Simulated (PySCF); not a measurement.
Structure with atom numbers: `[CH3:1][S:2][SiH2:3][CH2:4][F:5]`. Each H is labelled by its parent atom.

Geometry: PBE0-D3(BJ)/def2-SVP; GIAO shifts from PySCF, gas phase, non-relativistic, averaged over equivalent atoms.

At B97-D/pcSseg-2 (292 basis functions, 49 s wall time on 1 thread of an Arm Neoverse V1, shared host):
| atoms | δ (ppm) |
| --- | --- |
| C4 | 78.6 |
| C1 | 16.2 |
| S2 | -179.1 |
| Si3 | -26.8 |
| F5 | -302.6 |
| H(Si3) | 4.83 |
| H(C4) | 4.77 |
| H(C1) | 2.17 |

Scale: TMS for ¹³C (σref 179.03) and ²⁹Si (σref 336.56) and ¹H (σref 31.40); CS2 for ³³S (σref 503.58); ¹⁹F (σref 154.18) vs CFCl3 (reference shieldings calculated alike).

Q: What do these become at wB97X-D/pcSseg-2?

A: 
```json
{"atoms": "C4", "δ at wB97X-D/pcSseg-2": "76.2", "change": "-2.4"}
{"atoms": "C1", "δ at wB97X-D/pcSseg-2": "13.2", "change": "-3.0"}
{"atoms": "S2", "δ at wB97X-D/pcSseg-2": "-214.1", "change": "-35.0"}
{"atoms": "Si3", "δ at wB97X-D/pcSseg-2": "-26.9", "change": "-0.1"}
{"atoms": "F5", "δ at wB97X-D/pcSseg-2": "-287.6", "change": "+15.0"}
{"atoms": "H(Si3)", "δ at wB97X-D/pcSseg-2": "4.75", "change": "-0.08"}
{"atoms": "H(C4)", "δ at wB97X-D/pcSseg-2": "4.58", "change": "-0.19"}
{"atoms": "H(C1)", "δ at wB97X-D/pcSseg-2": "2.01", "change": "-0.16"}
```

Chemical shifts δ = σref − σ; ¹³C (184.42 ppm) and ²⁹Si (340.70 ppm) and ¹H (31.36 ppm) against TMS; ³³S (499.87 ppm) vs CS2; ¹⁹F (186.42 ppm) vs CFCl3, all at this level.

The largest change is at S2 (sulfur bonded to C, Si). Cost: 292 basis functions, 50 s wall time on 1 thread of an Arm Neoverse V1, shared host.

Unscaled 19F shifts against computed CFCl3 carry errors that often reach 10 to 50 ppm.
